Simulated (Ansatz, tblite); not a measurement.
Forces on the cluster PtCl₂ at its PBE-D4/def2-TZVP geometry. Charge 0, multiplicity 1.

In the def2 sets Pt takes a core potential; there is no spin–orbit coupling. The xTB rows come from tblite. The restricted singlet is unstable towards broken spin symmetry in Hartree–Fock (as tested in another run); at PBE-D4/def2-TZVP this wasn't settled. In the singlet, Cl2 and Cl3 lie 2.20 Å apart (atoms count from 1), so these atoms are partly bonded to each other. No other spin state of charge 0 was run. Another isomer (triplet) lies 3.05 eV lower at PBE0-D4/def2-TZVP; other spin states weren't run for this one.

GFN1-xTB (tblite), largest force 0.86 eV/Å:

```xyz
3
positions Å, forces eV/Å
Pt   -1.027    0.923    1.260   -0.267   -0.023    0.539
Cl    0.982   -1.452   -0.746   -0.185    0.253    0.158
Cl    0.045    0.528   -0.515    0.452   -0.230   -0.697
```

GFN2-xTB (tblite), largest force 0.43 eV/Å:

```
Pt 0.237 -0.260 -0.253
Cl -0.118 0.052 0.188
Cl -0.119 0.208 0.064
```

PBE-D4/def2-TZVP (Ansatz), largest force 0.02 eV/Å:

```
Pt -0.002 0.010 -0.004
Cl 0.007 -0.004 -0.010
Cl -0.005 -0.006 0.014
```
